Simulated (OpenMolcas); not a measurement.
Ti2+ in a ligand field

Ti2+ with 6 ligands (fluoride) in octahedral coordination (Oh) at 2.17 Å. A charge of +0.667 e stands 3.2 Å behind each ligand. Ligand basis ANO-RCC-VDZP.

| Quantity | Value |
| --- | --- |
| Program | OpenMolcas 26.06 |
| Method | SS-CASPT2, IPEA 0.25 Eh, imaginary shift 0.1 Eh (closed shells correlated: 3s 3p and the ligand valence shells) |
| Basis | ANO-RCC-VTZP [6s5p3d2f1g] |
| Scalar Hamiltonian | DKH2, point nucleus |
| Active space | 2 electrons in 5 orbitals (3d) |
| State averaging | 2S+1 = 3 even, 10 roots; 2S+1 = 1 even, 15 roots |
| Spin-orbit coupling | RASSI with atomic mean-field integrals over the reference wave functions |

The lowest spin-free states (labels of O, the rotations of Oh), above the lowest:

```json
{"State": "3T1", "Degeneracy": "3", "E (cm-1)": "0", "Free-ion L (%)": "F (96)"}
{"State": "1T2", "Degeneracy": "3", "E (cm-1)": "8870", "Free-ion L (%)": "D (69)"}
{"State": "3T2", "Degeneracy": "3", "E (cm-1)": "9240", "Free-ion L (%)": "F (100)"}
{"State": "1E", "Degeneracy": "2", "E (cm-1)": "9570", "Free-ion L (%)": "D (55)"}
{"State": "1A1", "Degeneracy": "1", "E (cm-1)": "18290", "Free-ion L (%)": "G (84)"}
{"State": "3T1", "Degeneracy": "3", "E (cm-1)": "18410", "Free-ion L (%)": "P (96)"}
{"State": "3A2", "Degeneracy": "1", "E (cm-1)": "19660", "Free-ion L (%)": "F (100)"}
{"State": "1T2", "Degeneracy": "3", "E (cm-1)": "20250", "Free-ion L (%)": "G (69)"}
{"State": "1T1", "Degeneracy": "3", "E (cm-1)": "22830", "Free-ion L (%)": "G (100)"}
{"State": "1E", "Degeneracy": "2", "E (cm-1)": "30650", "Free-ion L (%)": "G (55)"}
{"State": "1A1", "Degeneracy": "1", "E (cm-1)": "43840", "Free-ion L (%)": "S (84)"}
```

The lowest levels with spin-orbit coupling:

```json
{"E (cm-1)": "0", "Degeneracy": "2", "Label": "E", "2S+1": "3"}
{"E (cm-1)": "3", "Degeneracy": "3", "Label": "T2", "2S+1": "3"}
{"E (cm-1)": "180", "Degeneracy": "3", "Label": "T1", "2S+1": "3"}
{"E (cm-1)": "260", "Degeneracy": "1", "Label": "A1", "2S+1": "3"}
{"E (cm-1)": "8900", "Degeneracy": "3", "Label": "T2", "2S+1": "1 (87 %)"}
{"E (cm-1)": "9270", "Degeneracy": "1", "Label": "A2", "2S+1": "3"}
{"E (cm-1)": "9360", "Degeneracy": "3", "Label": "T2", "2S+1": "3 (87 %)"}
{"E (cm-1)": "9370", "Degeneracy": "3", "Label": "T1", "2S+1": "3"}
{"E (cm-1)": "9370", "Degeneracy": "2", "Label": "E", "2S+1": "3"}
{"E (cm-1)": "9660", "Degeneracy": "2", "Label": "E", "2S+1": "1"}
{"E (cm-1)": "18290", "Degeneracy": "1", "Label": "A1", "2S+1": "3 (50 %)"}
{"E (cm-1)": "18440", "Degeneracy": "3", "Label": "T1", "2S+1": "3"}
{"E (cm-1)": "18480", "Degeneracy": "1", "Label": "A1", "2S+1": "1 (50 %)"}
{"E (cm-1)": "18550", "Degeneracy": "3", "Label": "T2", "2S+1": "3"}
{"E (cm-1)": "18550", "Degeneracy": "2", "Label": "E", "2S+1": "3"}
{"E (cm-1)": "19740", "Degeneracy": "3", "Label": "T2", "2S+1": "3"}
{"E (cm-1)": "20370", "Degeneracy": "3", "Label": "T2", "2S+1": "1"}
{"E (cm-1)": "22930", "Degeneracy": "3", "Label": "T1", "2S+1": "1"}
{"E (cm-1)": "30750", "Degeneracy": "2", "Label": "E", "2S+1": "1"}
{"E (cm-1)": "43940", "Degeneracy": "1", "Label": "A1", "2S+1": "1"}
```

Powder χT (cm3 K/mol): 0.0621 at 2 K, 0.128 at 10 K, 0.353 at 50 K, 0.609 at 100 K, 0.935 at 200 K, 1.1 at 300 K. The effective moment at 300 K is 2.828 √(χT) = 2.97 μB.

The lowest level has 2S+1 = 3, for which the spin-only value is χT = S(S+1) / 2 = 1.000 cm3 K/mol (g = 2). The computed 1.101 at 300 K differs by +0.101, through orbital momentum, spin-orbit coupling and any other state in reach. With a threefold ground state the orbital momentum is unquenched, so the spin-only value is not expected to hold.

A least-squares ligand-field fit to the states below 45000 cm-1, each weighted by its degeneracy and with a free common offset, gives 10Dq = 10637 cm-1, B = 686 cm-1 and C = 2336 cm-1 (C/B = 3.40), with an rms deviation of 291 cm-1.

The same method and metal basis give the free ion B = 791 cm-1 (fit to its terms below 60000 cm-1, rms deviation 557 cm-1), so the nephelauxetic ratio is β = 686 / 791 = 0.87; it hangs on how both fits weigh the states, and computed free-ion B values tend to be too large, so β mixes covalency with correlation.

Roots that are degenerate in the reference are averaged as groups; the widest CASPT2 spread within a group is 110 cm-1 (the 3-fold group of multiplicity 3 near 0 cm-1 above the lowest state of its run). Shifts and gaps below about the spread of the groups concerned are not significant. Over all roots computed the reference weight is 0.70 to 0.72; a low but even weight reflects the number of correlated electrons. An orbital triplet at a regular site is open to Jahn-Teller coupling, which can distort the site and quench the lowest spin-orbit gaps and is left out. Ligand-to-metal charge-transfer states are missing. With no ligand orbital active B as a rule stays too high, so bands that hang on it stand too high and its fall with covalency is understated. With one d shell and no ligand orbital active, 10Dq can be off by tens of per cent for divalent 3d ions, low with halides held by bare charges and at times high in hosts. Free-ion shares, where given, are those of the reference states; single-state CASPT2 does not remix them. No measured value stands beside these numbers; the geometry was imposed, not optimised, and the real ion may take another.

The CASPT2 steps took 88 s on 1 thread of Arm Neoverse V1, with other jobs on the host; the integral step is not counted.
